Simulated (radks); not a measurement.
Q: The silicon ion Si9+ is in [He] 2s2 2p(1/2: 1, 3/2: 0). Calculated with a radial shooting solver on a logarithmic mesh with Libxc functionals: Dirac Kohn-Sham, relativistic LDA (MacDonald-Vosko exchange, VWN5 correlation), spin-unpolarised, spherical densities, finite nucleus; Fermi nuclear charge, rms radius of each element as measured or else 0.836 A^(1/3) + 0.57 fm. Sub-shells are occupied by j as written (lower j first in brackets). One electron is removed from 1s1/2, 2p1/2, 2s1/2 in turn, with full relaxation. Which removal costs least, and what does each cost?

A: 2p1/2 399.98 eV; 2s1/2 426.93 eV; 1s1/2 2226.5 eV. The 2p1/2 electron leaves first.
